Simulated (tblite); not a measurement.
Compound: C4H9Br.
Z-matrix (Å and degrees, GFN2-xTB geometry), rows numbered from 1:
```
C 
C   1  1.5256
C   2  1.5285  1  110.72
C   2  1.5223  1  111.11  3  -120.95
Br  4  1.9541  2  112.09  1   -66.80
H   1  1.0871  2  110.30  3   -59.96
H   1  1.0888  2  110.44  3    59.83
H   1  1.0878  2  110.86  3  -179.81
H   2  1.0959  1  108.94  3   119.50
H   3  1.0870  2  110.05  1    57.79
H   3  1.0884  2  110.49  1   -61.90
H   3  1.0879  2  110.98  1   177.69
H   4  1.0898  2  111.48  1    51.99
H   4  1.0896  2  111.48  1   174.91
```

Computed values, GFN2-xTB/tblite, gas phase, harmonic and unscaled. This tight-binding method is rough: wavenumbers can miss measured ones by several per cent, in bad cases by 10 to 20. One conformer, not necessarily the lowest.

Harmonic wavenumbers (cm⁻¹): 92.7, 182.5, 203.9, 233.1, 296.3, 387.5, 426.6, 644.5, 845.9, 885.2, 953.3, 980.3, 990.2, 1087.7, 1142.0, 1184.0, 1214.0, 1245.5, 1318.2, 1333.0, 1411.8, 1424.5, 1441.4, 1492.0, 1497.1, 1502.6, 1506.7, 2936.2, 2991.3, 2993.2, 3023.9, 3029.9, 3032.7, 3037.7, 3045.0, 3048.0.

A = 7553, B = 1418, C = 1261 MHz; mass 135.989 u (most abundant isotopes); point group C1, symmetry number 1.

Q: What is the zero-point energy?

A: ½Σν̃ = 26530 cm⁻¹ = 317.37 kJ/mol.

Q: Entropy at 500 K, 1 bar (ideal gas, RRHO, classical rotation)?

A: Translation 180.87, rotation 121.79, vibration 111.00: S = 413.7 J/(mol K).

Q: And Cp and H(500 K) − H(0)?

A: Cp = 157.90 J/(mol K), of which vibrations give 124.64 (their classical limit is 36 R = 299.3); H(500 K) − H(0) = 47.05 kJ/mol without the zero-point energy, 30.42 from vibrations.

Q: Which modes carry the vibrational entropy at 500 K?

A: 92.7 cm⁻¹: 19.33; 182.5 cm⁻¹: 13.76; 203.9 cm⁻¹: 12.87; 233.1 cm⁻¹: 11.79; 296.3 cm⁻¹: 9.89; 387.5 cm⁻¹: 7.83 J/(mol K); the other 30 give 35.54 together.

Q: How do the functions run with temperature in this model?

A: 
```tsv
T (K)	S (J/(mol K))	Cp (J/(mol K))	H − H(0) (kJ/mol)	G − H(0) (kJ/mol)	ln q(vib)
50	228.9	40.6	1.77	-9.67	0.08
100	262.1	57.0	4.21	-22.00	0.49
298.15	346.4	105.6	20.34	-82.94	3.12
373.15	372.3	125.8	29.01	-109.90	4.19
750	487.4	206.1	92.95	-272.63	9.70
1000	551.5	239.1	148.86	-402.68	13.26
```

q(vib) and H(0) count from the zero-point level.

Q: Blend soft modes into free rotors: weight 1/[1 + (100 cm⁻¹/ν̃)⁴] for the oscillator and the rest for a rotor with moment μB/(μ + B), μ = h/(8π²ν), B = 10⁻⁴⁴ kg m². What vibrational entropy results?

A: 107.86 J/(mol K) in place of 111.00, which changes −T·S at 500 K by +1.57 kJ/mol.

Q: What must be added to the electronic energy to get the Gibbs energy at 500 K and 1 bar?

A: ZPE + [H(500 K) − H(0)] − T·S = 317.37 + 47.05 − 206.83 = 157.59 kJ/mol.

Hindered rotation and anharmonicity are outside this model. Other conformers, if any are populated, would add a mixing term that is left out. The structure is chiral; the term R ln 2 for an equal mix with its mirror image is left out.
